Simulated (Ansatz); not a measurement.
Mulliken charges of CBCl₂F₃O, SMILES `FC(F)(F)OB(Cl)Cl` from r2SCAN/def2-TZVPP in Ansatz (PBE0-D4/def2-TZVP geometry).

```json
{"atom": "F1", "x (Å)": "0.887", "y (Å)": "-1.349", "z (Å)": "-0.833", "charge (e)": "-0.159"}
{"atom": "C2", "x (Å)": "1.051", "y (Å)": "-0.112", "z (Å)": "-0.379", "charge (e)": "0.602"}
{"atom": "F3", "x (Å)": "2.282", "y (Å)": "0.007", "z (Å)": "0.081", "charge (e)": "-0.156"}
{"atom": "F4", "x (Å)": "0.896", "y (Å)": "0.732", "z (Å)": "-1.393", "charge (e)": "-0.159"}
{"atom": "O5", "x (Å)": "0.197", "y (Å)": "0.166", "z (Å)": "0.639", "charge (e)": "-0.280"}
{"atom": "B6", "x (Å)": "-1.166", "y (Å)": "0.159", "z (Å)": "0.593", "charge (e)": "0.337"}
{"atom": "Cl7", "x (Å)": "-2.076", "y (Å)": "-0.223", "z (Å)": "-0.839", "charge (e)": "-0.091"}
{"atom": "Cl8", "x (Å)": "-1.979", "y (Å)": "0.562", "z (Å)": "2.075", "charge (e)": "-0.093"}
```

Task: By hand: the dipole of these point charges (1 e Å = 4.8032 D).

Result: Σ q r = (-0.082, 0.005, 0.017) e Å, of length 0.084 e Å = 0.40 D.

Task: How does the dipole of the full density compare? (Best estimate.)

Result: Ansatz gave: (-0.086, 0.003, 0.010) e Å, 0.42 D; the point charges give 0.95 times that, at 5° from its direction.

Point charges leave out the atoms' own dipoles, such as those of lone pairs, and Mulliken's split depends on the basis, so the close match here is no proof of good charges.
